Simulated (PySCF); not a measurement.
Molecule: `F/C=C\C(F)=C(F)F`, C$_{4}$H$_{2}$F$_{4}$.

Geometry:
| atom | x (Å) | y (Å) | z (Å) |
| --- | --- | --- | --- |
| F1 | 1.597 | 0.094 | 2.014 |
| C2 | 1.640 | 0.502 | 0.758 |
| C3 | 0.644 | 0.336 | -0.119 |
| C4 | -0.631 | -0.297 | 0.124 |
| F5 | -0.914 | -0.725 | 1.353 |
| C6 | -1.561 | -0.484 | -0.826 |
| F7 | -1.401 | -0.109 | -2.073 |
| F8 | -2.716 | -1.054 | -0.621 |
| H9 | 2.581 | 0.997 | 0.501 |
| H10 | 0.814 | 0.716 | -1.128 |

Geometry PBE0-D3(BJ)/def2-SVP throughout; GIAO in PySCF 2.14.0 with density-fitted response routines, gas phase, one conformer, non-relativistic; equivalent atoms averaged; functional PBE0.

For orientation, cc-pVTZ gives these absolute shieldings σ: F1 295.0, F8 283.3, F7 298.5, F5 369.3, C2 33.7, C4 56.7, C3 86.6, H9 24.76, H10 25.97 ppm.

A run gave: F1 307.6, F8 293.7, F7 309.4, F5 375.2, C2 48.2, C4 69.8, C3 97.3, H9 24.68, H10 25.99 ppm (absolute shieldings σ).

Q: Which basis set was used in that run?
A. def2-TZVP
B. pcSseg-0
C. IGLO-III
D. cc-pVDZ
E. aug-cc-pVDZ

A: E. C2 tells them apart best: aug-cc-pVDZ gives 48.2, pcSseg-0 gives 27.9, cc-pVDZ gives 50.7, IGLO-III gives 25.6, def2-TZVP gives 32.3 ppm.
